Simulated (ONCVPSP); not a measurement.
**PBE ONCV dataset for vanadium, scalar-relativistic all-electron reference.**

vanadium, optimised norm-conserving Vanderbilt (ONCV), made with ONCVPSP 4.0.1 (PBE, scalar-relativistic). Core [Ne], reference 3s2 3p6 3d3 4s1.75 4p0.25. Waves: 3s+4s: rc 1.50 bohr, ncon 4, nbas 7, qcut 7.5 1/bohr, 2 projectors; 3p+4p: rc 1.60 bohr, ncon 4, nbas 7, qcut 9 1/bohr, 2 projectors; 3d: rc 2.20 bohr, ncon 4, nbas 9, qcut 7.2 1/bohr, 2 projectors, debl 1.4 Ha; f scattering state at 0.09 Ha: rc 1.70 bohr, ncon 3, nbas 6, qcut 7.3 1/bohr, 2 projectors, debl 3 Ha. Local part: polynomial inside 1.45 bohr (lpopt 2, dvloc0 1 Ha). Core correction: Teter function, fcfact 2, rcfact 1.5.

All-electron outer shells of the reference configuration (PBE, scalar-relativistic, ld1.x):

```csv
shell,level (eV),outermost node (bohr),outermost maximum (bohr)
2s,-603.00,0.09,0.26
2p,-503.52,–,0.21
3s,-70.61,0.38,0.82
3p,-44.41,0.35,0.84
3d,-5.52,–,0.90
4s,-4.93,1.17,2.76
4p,-1.63,1.30,3.63
```

(1) Estimate the cutoffs (Ha) at which the residual kinetic energy of the hardest occupied pseudo-wave falls to 1 and 0.1 mHa per electron.

(2) Does the potential have ghost states?

(3) Which valence shell sets the plane-wave cutoff?

(4) Tests: 3s2 3p6 3d3 4s2 4p0; 3s2 3p6 3d3 4s1 4p0; 3s2 3p6 3d3 4s0 4p0; 3s2 3p6 3d2 4s2 4p1. Which has the largest error in its energy relative to the reference configuration, and how large is it?

## Answers

(1) 24 Ha and 29 Ha.

(2) No bound ghost flagged; no localised positive-energy state flagged.

(3) 3p: 24 Ha for 1 mHa per electron, against 21 Ha for 3s.

(4) 3s2 3p6 3d2 4s2 4p1, with +177 meV (all-electron minus pseudo) on +4.96 eV.
